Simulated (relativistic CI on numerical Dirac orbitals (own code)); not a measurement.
One change at a time: Xe⁶⁺

Base calculation: Dirac-Coulomb-Breit CI, orbitals from a KLI potential per configuration, a model potential for QED, unscaled Slater integrals.

Configuration list (outside the closed core [Kr]): 4d10 5s2, 4d10 5s 5p, 4d10 5p2, 4d10 5s 5d, 4d10 4f2, 4d10 5d2, 4d10 5s 4f, 4d10 5s 5f, 4d10 4f 5p, 4d10 5p 5d, 4d10 5s 5g, 4d10 5s 6s, 4d10 5s 6p, 4d9 5s2 4f, 4d10 4f 5d, 4d10 5f2, 4d10 5p 5f, 4d10 5s 6d, 4d10 5g2, 4d10 5p 5g, 4d10 5s 7s, 4d10 5s 7p, 4d9 5s2 5p, 4d10 5s 6f, 4d10 4f 5f, 4d10 5s 7d, 4d10 5s 8s, 4d10 5d 5f, 4d10 4f 5g, 4d10 5d 5g. Double excitations out of closed p, d and f shells are left out; levels of such configurations are missing from the list, as are those of other unlisted configurations, and high levels can miss mixing partners. These lack a partner that the ground configuration has and come out too high: 4d9 5s2 4f, 4d9 5s2 5p.

Variants: (1) Breit term removed; (2) one mean potential for all configurations. Shifts of the energy above 4d10 5s2 1S_0, in cm⁻¹, for the lowest level and the first level of each name with at least 55 % of one term (blank where a level changes its place among those of its configuration and J or its character, or is not in the variant):

```
           Level    Base  Δ(1)   Δ(2)  Measured
   4d10 5s2 1S_0       0     0      0         0
4d10 5s 5p 3P°_0   90113  -224    +74     96141
4d10 5s 5p 3P°_1   94515  -174    +85    100451
4d10 5s 5p 3P°_2  107262   +18    +73    113676
4d10 5s 5p 1P°_1  140976   +20   +386    143259
   4d10 5p2 3P_0  221669  -363   +277    223673
   4d10 5p2 1D_2  230318  -124   +295    236100
   4d10 5p2 3P_1  231555  -176   +303    234685
   4d10 5p2 3P_2  246623   +74   +343    251853
4d10 5s 4f 3F°_2  272495  +612  +1496          
4d10 5s 4f 3F°_3  272604  +656  +1480          
4d10 5s 4f 3F°_4  272753  +716  +1456          
   4d10 5p2 1S_0  277482   +27   +570    273208
4d10 5s 4f 1F°_3  279993  +668  +1419          
 4d10 5s 5d 3D_1  283048  +232   +332    287772
 4d10 5s 5d 3D_2  283949  +259   +339    288712
 4d10 5s 5d 3D_3  285457  +305   +347    290340
 4d10 5s 5d 1D_2  308040  +268   +619    307542
 4d10 5s 6s 3S_1  348848  +195   +716    354833
 4d10 5s 6s 1S_0  358671  +202  +1111    361671
 4d10 4f 5p 3F_2  383377  +473  +1197          
4d10 5p 5d 3F°_2  384024   +30   +724    393792
```

At this charge configurations can still be misplaced by up to about 7 % of their energy. Levels and lines within the n = 5 or 6 shells can be off by up to 10 % or somewhat more, and those that change n by about 2 %, since core polarisation is missing. 41 of the 47 excited levels that our extract of the measured tables holds in this range could be paired (the sources list more); they are missed by 5915 cm⁻¹ on average and 11369 at most, and levels without a partner can miss by more.

Measured levels: Saloman, J. Phys. Chem. Ref. Data 33, 765 (2004).

Ionisation energy from the two ground configurations alone: base 89.6 eV; Breit term removed 89.64 eV. The NIST ASD value (semi-empirical) is 91.6 eV. The gap of more than 2 % comes from missing correlation, or from a tabulated value that is itself an estimate.

LS names give the leading component of a level, which can be under half, so a name can repeat, a term be missing and a line seem to break the LS rules.
